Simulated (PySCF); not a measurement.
CH5S, SMILES C[SH2+], charge +1. Heavy atoms are numbered as in [CH3:1][SH2+:2]. Hydrogens are named by the atom that carries them.

The structure is a stationary point at B3LYP-D3(BJ)/def2-TZVP. The isomer is the one that the SMILES or the coordinates give; other isomers of the formula were not compared.

These are PBE/pcSseg-2 (PySCF) values and carry that method's errors.

GIAO shieldings, no solvent; atoms alike by connectivity are averaged. δ = σ(ref) − σ: ¹³C against TMS (σ = 181.4 ppm); ³³S against H2S (σ = 705.0 ppm); ¹H against TMS (σ = 31.47 ppm), references at their B3LYP-D3(BJ)/def2-TZVP geometries, non-relativistic.

```
nucleus     atoms  count  δ (ppm)
-------  --------  -----  -------
¹³C      C1 (CH3)      1     17.1
³³S      S2 (SH2)      1    180.3
¹H        H on S2      2     5.74
¹H        H on C1      3     3.17
```
